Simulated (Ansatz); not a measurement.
Frontier orbitals of `C[BH][Sb]([F])[F]`.

Total charge 0; spin multiplicity 1. Correlated methods include outer-core shells of Sb, which these sets cover unevenly. Sb takes the def2 core potential. The structure was optimised at the PBE0-D4/def2-TZVP level. It is one conformer, not always the lowest. Basis def2-TZVPP, Ansatz.

| functional | HOMO (eV) | LUMO (eV) | gap (eV) |
| --- | --- | --- | --- |
| LDA (SPW92) | -6.05 | -3.71 | 2.34 |
| PBE | -5.88 | -3.43 | 2.45 |
| PBE0 | -7.05 | -2.55 | 4.50 |
| r2SCANh | -6.57 | -2.87 | 3.70 |
| ωB97M-V | -9.11 | -0.62 | 8.49 |

A quarter of exact exchange (PBE0) shifts PBE's HOMO by −1.16 eV and its LUMO by +0.88 eV; full exchange at long range (ωB97M-V) shifts them by −3.23 and +2.81 eV. The gap opens from 2.46 to 8.49 eV, since occupied levels lose self-interaction and empty ones feel all the electrons.
